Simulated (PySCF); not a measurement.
Sn(OH) (HOSn), SMILES [OH][Sn] (connectivity only; charge and spin as stated), neutral, multiplicity 2. The structure is a stationary point at r2SCAN-D4/def2-TZVP. The def2 effective core potentials stand for the cores of Sn; spin–orbit coupling is left out.

Method: r2SCAN-D4/def2-TZVP (PySCF).

Harmonic wavenumbers (cm⁻¹): 588, 717, 3808. Rotational constants (GHz): 707.6, 8.356, 8.258; symmetry number 1.

**Question.** Work out the zero-point energy and the ideal-gas rigid-rotor harmonic-oscillator thermochemistry at 298.15 K and 1 atm.

**Answer.** ZPE = ½ Σ hcν = ½ × 5113 cm⁻¹ = 7.31 kcal/mol. H − E(el) = 9.85 kcal/mol. Entropy in cal/(mol K): translation 40.63, rotation 19.43, vibration 0.76, spin 1.38, total 62.19. G − E(el) = -8.69 kcal/mol. Cp = 9.80 cal/(mol K).
